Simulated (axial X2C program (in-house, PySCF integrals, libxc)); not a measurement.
**SnGe²⁺: from Re and ωe to a spectrum**

A bond curve at the TPSSh level, with spin–orbit coupling, was computed with an in-house all-electron X2C program for linear molecules (integrals from PySCF) (basis Sn dyall-v3z [11s12p9d1f], Ge dyall-v3z [9s9p7d1f] (cores contracted in-house)) for the state Ω = 0 (closed shell). Its fit gives Re = 3.2878 Å, ωe = 119.7 cm⁻¹, ωexe = 0.365 cm⁻¹ and αe = 1.267e-04 cm⁻¹; the masses are 119.9022 and 73.9212 u. Two-component means X2C with spin–orbit coupling and atomic mean-field Coulomb and Gaunt terms.

Task: Find the reduced mass, Be and the force constant.

Result: From the TPSSh values: μ = 45.7288 u. Be = 16.8576/(μ Re²) = 0.0341 cm⁻¹. k = 5.8918×10⁻⁷ μ ωe² = 0.386 mdyn/Å.

Task: Estimate the centrifugal constant by the Kratzer relation.

Result: D = 4Be³/ωe² = 1.11e-08 cm⁻¹.

Task: Give B0, the J = 1←0 line in GHz and the most populated J at 300 K (kT = 208.5 cm⁻¹).

Result: B0 = Be − αe/2 = 0.03404 cm⁻¹; 2B0 = 2.041 GHz; J(max) ≈ √(kT/2B0) − 1/2 = 54.8, so J = 55.

Task: A Morse curve ties αe to the other constants (Pekeris). How well does that hold?

Result: αe(Morse) = 6Be²/ωe × (√(ωexe/Be) − 1) = 1.324e-04 cm⁻¹; the TPSSh curve gives 1.267e-04 cm⁻¹, a ratio of 1.05.

Occupations by symmetry block were frozen at the best pattern of an incomplete PBE0 search. Other states lie close and PBE0, whose exact exchange favours high spin, may order them wrongly; the determinant shown need not be the ground state. The nearest other 2c determinant of the search, Ω = 2, lies 0.39 eV up at the distance of the search.
